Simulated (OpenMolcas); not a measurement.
Mo4+ among 6 point charges of -1.7 e arranged as a tetragonal octahedron (D4h). The axial distance is 1.16 times the equatorial one, R.

```yaml
Program: OpenMolcas 26.06
Method: CASSCF
Basis: ANO-RCC-VDZP [6s5p3d1f]
Scalar_Hamiltonian: DKH2, point nucleus
Active_space: 2 electrons in 5 orbitals (4d)
State_averaging: 2S+1 = 3 even, 10 roots; 2S+1 = 1 even, 15 roots
Spin-orbit_coupling: RASSI with atomic mean-field integrals over the reference wave functions
```

All point charges move together. At R = 1.99 Å the first state of the same spin is 2679 cm-1, and at R = 2.18 Å it is 1830 cm-1.

Question: A third run gives 1365 cm-1. What distance was it run at?

Answer: With a power law R^-n the two known points give n = -ln(1830 / 2679) / ln(2.18 / 1.99) = 4.18. Then R = 1.99 × (2679 / 1365)^(1/4.18) = 2.338 Å. The run was at 2.33 Å, so the estimate is off by +0.008 Å.

Without dynamic correlation the repulsion within the d shell is too large (B by tens of per cent), so at a given field states of lower spin stand too high. Point charges carry no covalency, so the field is a model and not that of real ligands. No measured value stands beside these numbers.
